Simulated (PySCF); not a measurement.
## Structure from NMR data

The spectra below were simulated for a compound C8H17NSi.

1H NMR (500 MHz, computed): δ 4.59 (s, 3H), 1.90 (m, 2H), 1.80 (m, 1H), 1.64 (m, 2H), 1.48 (m, 2H), 1.44 (m, 2H), 1.44 (m, 2H), 1.07 (m, 2H), 0.29 (br s, 1H).

13C{1H} NMR (computed): δ 71.4 (C), 56.7 (CH), 43.6 (CH2), 36.7 (CH2), 27.4 (CH2).

- geometry from PBE0-D3(BJ)/def2-SVP
- shielding tensors at PBE0/pcSseg-1 (GIAO)
- run in PySCF 2.14
- equivalent nuclei averaged, isolated molecule, one conformer, non-relativistic Hamiltonian

Referencing at the same level of theory: TMS for 1H (σ = 31.27 ppm), 13C (σ = 184.41 ppm).

**Question.** Propose a structure and justify it.

**Answer.** 
The formula gives 2 degrees of unsaturation (2 rings in the answer). 5 carbon signals for 8 carbons: some carbons are equivalent by symmetry or fast rotation. Carbon types of the structure: 1 × C, 1 × CH, 6 × CH2, leaving 4 H on heteroatoms. δC 71.4: fully substituted sp3 carbon bonded to N; pulled downfield by the heteroatom. δC 56.7: sp3 CH in a ring. δC 43.6, 36.7, 27.4: sp3 CH2 in a ring; a saturated carbon with 2 carbon neighbours and no heteroatom attached. δH 4.59: hydrogen on a silicon bonded to N. δH 1.90, 1.64, 1.48, 1.44, 1.44, 1.07: hydrogen on an sp3 CH2 in a ring. δH 1.80: hydrogen on an sp3 CH in a ring. δH 0.29: hydrogen on a nitrogen bonded to C, Si; exchangeable, gas-phase position.

The compound is SMILES [SiH3]N[C@]12CCC[C@H]1CCC2.

This is the structure that produced the data.

OH/NH shifts are gas-phase values; hydrogen bonding in solution moves them, usually downfield. Shifts are as computed. Against solution values, carbons near 30 ppm lie about +2 ppm off and those near 130 ppm about +5 ppm. Of 1211 compounds with measured shifts, 218 miss one by over three times the rms of a fit or turn the order of signals round; such compounds aren't used in these exercises. Multiplicities follow the n + 1 count of equivalent neighbours, as no J values were calculated; m marks all less simple cases, F and P coupling included.
